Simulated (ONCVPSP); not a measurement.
**What one change does to a pseudopotential (Xe, ONCV)**

Xe, optimised norm-conserving Vanderbilt (ONCV), made with ONCVPSP 4.0.1 (LDA (Perdew-Wang 92), scalar-relativistic). Core [Ar] 3d10, reference 4s2 4p6 4d10 5s2 5p6. Waves: 4s+5s: rc 1.35 bohr, ncon 3, nbas 7, qcut 7.7 1/bohr, 3 projectors, debl 0.6 Ha; 4p+5p: rc 1.25 bohr, ncon 5, nbas 9, qcut 13.5 1/bohr, 2 projectors; 4d: rc 1.40 bohr, ncon 4, nbas 8, qcut 11.5 1/bohr, 3 projectors, debl 1.5 Ha. Local part: polynomial inside 1.15 bohr (lpopt 5, dvloc0 1 Ha). Core correction: Teter function, fcfact 1.75, rcfact 1.1.

In the s channel the program set the typed energies aside and used -7.239, -0.734, 0.250 Ha. In the d channel the program set the typed energies aside and used -2.185, 0.250, 1.750 Ha.

Change: d: rc 1.76.

Cutoffs: the cutoffs (Ha) at which the residual kinetic energy of the hardest occupied pseudo-wave falls to 1 and 0.1 mHa per electron; they do not see the model core or the augmentation charge, which bear on the density cutoff. Errors are all-electron minus pseudo energies relative to the spin-unpolarised reference configuration.

Task: What does the change do?

Result: The potential gets neither clearly harder nor softer (61 Ha and 72 Ha → 61 Ha and 72 Ha); the p channel sets the loose cutoff, while the largest relative change is in d, which becomes softer; the errors of the 4 common tests hardly move; neither file shows a bound ghost.

```tsv
quantity	base	changed
cutoff, loose	61 Ha	61 Ha
cutoff, tight	72 Ha	72 Ha
loose cutoff by channel	s 24 Ha, p 61 Ha, d 49 Ha	s 24 Ha, p 61 Ha, d 41 Ha
bound ghosts	none	none
GHOST(+) flags under 300 eV	none	none
error for 4s2 4p6 4d10 5s2 5p5, meV [ΔE 12.70 eV]	-3.1	-3.0
error for 4s2 4p6 4d10 5s2 5p4, meV [ΔE 34.64 eV]	-8.5	-8.7
error for 4s2 4p6 4d10 5s2 5p3, meV [ΔE 66.60 eV]	-17	-17
error for 4s2 4p6 4d10 5s2 5p2, meV [ΔE 109.23 eV]	-27	-30
s: phases at 1.37 bohr within 0.05 rad from the reference energy up to (Ha; the scan ends near 5)	to the end of the scan	to the end of the scan
p: phases at 1.27 bohr within 0.05 rad from the reference energy up to (Ha; the scan ends near 5)	to the end of the scan	to the end of the scan
rms error of d²Exc/dni dnj with the model core, mHa	2.79	3.06
```
